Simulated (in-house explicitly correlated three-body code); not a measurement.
Computed with an exponentially correlated three-body code. Model: two electrons around a point charge, non-relativistic, variational in 260 exponentially correlated functions (energies converged to about 1e-7 hartree, or 1e-8 relative for large Z).

Command:
```bash
python run_hyl.py task.json out
```
Settings (lengths in bohr, energies in hartree):
```
Z                      2
nuclear_mass           5
interaction_strength   1
functions              260
states_tried           13
```

Run time, properties included: 38 s on 1 thread of AMD EPYC 7R13 Processor (Zen 3) (shared host).

**Those bound S and P states to n = 4 that converged, binding against the one-electron ion.**

Given: nuclear charge 2; mass of the centre 5 electron masses.

Computed: one-electron threshold -1.66666667 hartree.

| term | energy (hartree) | binding (eV) |
| --- | --- | --- |
| 1 1S | -2.40826883 | 20.18 |
| 2 3S | ? | ? |
| 2 3P | ? | ? |
| 2 1S | -1.79015643 | 3.3603 |
| 2 1P | -1.7668803 | 2.727 |
| 3 3S | -1.72459039 | 1.5762 |
| 3 3P | -1.71939903 | 1.4349 |
| 3 1S | -1.71873934 | 1.417 |
| 4 3S | -1.69759268 | 0.84154 |
| 4 1S | -1.69527351 | 0.77843 |

Q: What belongs in the row 2 3S?

A: energy (hartree): -1.81298482; binding (eV): 3.9815.

Q: What belongs in the row 2 3P?

A: energy (hartree): -1.79231992; binding (eV): 3.4192.

**Converged states only, values per electron or pair.**

| term | mean r (bohr) | mean r squared (bohr²) | mean inverse r (1/bohr) | mean r12 (bohr) | mean inverse r12 (1/bohr) | mean cosine | mean p1 dot p2 (bohr⁻²) | delta r1 (bohr⁻³) | delta r12 (bohr⁻³) |
| --- | --- | --- | --- | --- | --- | --- | --- | --- | --- |
| 1 1S | 1.119 | 1.7318 | 1.4049 | 1.666 | 0.8032 | -0.0074067 | 0.0053206 | 1.0476 | 0.061332 |
| 2 3S | ? | ? | ? | ? | ? | ? | ? | ? | - |
| 2 3P | 2.8375 | 14.566 | 0.96067 | 4.8964 | 0.25804 | -0.027277 | -0.108 | 0.72026 | - |
| 2 1S | 3.5193 | 22.478 | 0.94842 | 6.2104 | 0.21336 | 0.0015362 | -0.025746 | 0.75861 | 0.0055189 |
| 2 1P | ? | ? | ? | ? | ? | ? | ? | ? | ? |
| 3 3S | 6.9497 | 96.598 | 0.88705 | 13.032 | 0.099023 | 0.006009 | -0.0082851 | 0.74393 | - |
| 3 3P | 6.9853 | 99.301 | 0.88609 | 13.111 | 0.10556 | -0.0023709 | -0.031442 | 0.73328 | - |
| 3 1S | 7.6706 | 118.93 | 0.8832 | 14.47 | 0.095318 | 0.0037052 | -0.012276 | 0.74278 | 0.0015632 |
| 4 3S | 12.594 | 332.52 | 0.86262 | 24.305 | 0.055302 | 0.0039508 | -0.0056213 | 0.7396 | - |
| 4 1S | 13.572 | 387.93 | 0.86105 | 26.26 | 0.053667 | 0.0029416 | -0.007113 | 0.73923 | 0.00064348 |

Q: What belongs in the row 2 3S?

A: mean r (bohr): 3.0557; mean r squared (bohr²): 16.423; mean inverse r (1/bohr): 0.9626; mean r12 (bohr): 5.2993; mean inverse r12 (1/bohr): 0.22441; mean cosine: 0.0089025; mean p1 dot p2 (bohr⁻²): -0.0081614; delta r1 (bohr⁻³): 0.76476.

Q: What belongs in the row 2 1P?

A: mean r (bohr): 3.6454; mean r squared (bohr²): 24.703; mean inverse r (1/bohr): 0.93115; mean r12 (bohr): 6.4487; mean inverse r12 (1/bohr): 0.19085; mean cosine: 0.011756; mean p1 dot p2 (bohr⁻²): -0.00030861; delta r1 (bohr⁻³): 0.74081; delta r12 (bohr⁻³): 0.00020388.
